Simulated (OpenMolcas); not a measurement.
**Rh5+: moving or changing the point charges**

Rh5+ among 5 point charges of -1.5 e arranged as a trigonal bipyramid (D3h), 1.81 Å from the ion, with the axial distance 1.955 Å.

| Property | Result |
| --- | --- |
| Program | OpenMolcas |
| Method | SS-CASPT2, IPEA 0.25 Eh, imaginary shift 0.1 Eh (closed shells correlated: 4s 4p) |
| Basis | ANO-RCC-VDZP [6s5p3d1f] |
| Scalar Hamiltonian | DKH2, point nucleus |
| Active space | 4 electrons in 5 orbitals (4d) |
| State averaging | 2S+1 = 5 even, 5 roots; 2S+1 = 3 even, 45 roots; 2S+1 = 1 even, 50 roots |
| Spin-orbit coupling | RASSI with atomic mean-field integrals over the reference wave functions |

Runs around this geometry, states (labels of D3, the rotations of D3h). Energies in cm-1 above the lowest state or level, χT in cm3 K/mol.

```
R (Å)  q (e)  Axial / equatorial distance  Ground state  First state of that spin  First gap with spin-orbit (degeneracies)  χT at 300 K  First state of another spin
 1.81   -1.2                         1.08           5A1                   5E 2410                                360 (1, 2)        1.075                    3A2 20570
 1.72   -1.5                         1.08           5A1                   5E 3880                                230 (1, 2)        1.674                    3A2 19960
 1.81   -1.5                         1.08           5A1                   5E 3060                                290 (1, 2)        1.368                    3A2 20350
 2.01   -1.5                         1.08           5A1                   5E 1870                                450 (1, 2)        0.796                    3A2 20820
 1.81   -1.5                         1.17            5E                     5A1 5                                270 (1, 1)        0.672                    3A2 19160
```

Taking the first state of the same spin as R^-n, n = -ln(1870 / 3880) / ln(2.01 / 1.72) = 4.7 between the shortest and longest distance.

Scaling the charges by -1.2 / -1.5 = 0.80 scales the first state of the same spin by 2410 / 3060 = 0.79; with fixed orbitals a first-order splitting would follow the charge.

The ground state changes within this set.

Roots that are degenerate in the reference are averaged as groups; the widest CASPT2 spread within a group is 190 cm-1 (the 2-fold group of multiplicity 5 near 2410 cm-1 above the lowest state of its run, R = 1.81, q = -1.2, ratio = 1.08). Shifts and gaps below about the spread of the groups concerned are not significant. Point charges give a weaker field than real ligands, and real ions of this kind are as a rule low spin; the high spin found here belongs to the model. Free-ion shares, where given, are those of the reference states; single-state CASPT2 does not remix them. Spin-orbit coupling mixes the spin-free states strongly: the lowest level takes only 66 % from its leading state, 5A1 (figures for R = 1.81, q = -1.2, ratio = 1.08; the like holds for R = 2.01, q = -1.5, ratio = 1.08). The ground term spreads over less than 5000 cm-1, several times less than with real ligands, so orbital moments are less quenched and χT lies further from the spin-only value than at real sites (holds for R = 1.81, q = -1.2, ratio = 1.08; R = 1.81, q = -1.5, ratio = 1.08; R = 2.01, q = -1.5, ratio = 1.08; R = 1.81, q = -1.5, ratio = 1.17). An orbital doublet at a regular site is open to a Jahn-Teller distortion, which this geometry leaves out (holds for R = 1.81, q = -1.5, ratio = 1.17). Point charges carry no covalency, so the field is a model and not that of real ligands. No measured value stands beside these numbers.
